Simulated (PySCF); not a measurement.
Ga(I)2(OH) (GaHI2O), SMILES [OH][Ga]([I])[I].

Geometry optimised at B3LYP-D3(BJ)/def2-SVP. The def2 effective core potentials stand for the cores of I; spin–orbit coupling is left out. The values are those of a single conformer.

The numbers are results of CAM-B3LYP/def2-TZVP (PySCF), not measurements.

Symmetry labels are those of the subgroup Cs that the program uses (full group Cs).

Computed valence orbital energies around the gap with their symmetry:
| orbital | symmetry | energy (eV) |
|---|---|---|
| HOMO−7 | A' | -13.28 |
| HOMO−6 | A' | -11.47 |
| HOMO−5 | A" | -11.23 |
| HOMO−4 | A' | -10.38 |
| HOMO−3 | A" | -9.60 |
| HOMO−2 | A' | -9.45 |
| HOMO−1 | A" | -9.27 |
| HOMO | A' | -9.10 |
| LUMO | A' | -1.26 |
| LUMO+1 | A" | -0.47 |
| LUMO+2 | A' | 1.39 |
| LUMO+3 | A' | 2.10 |
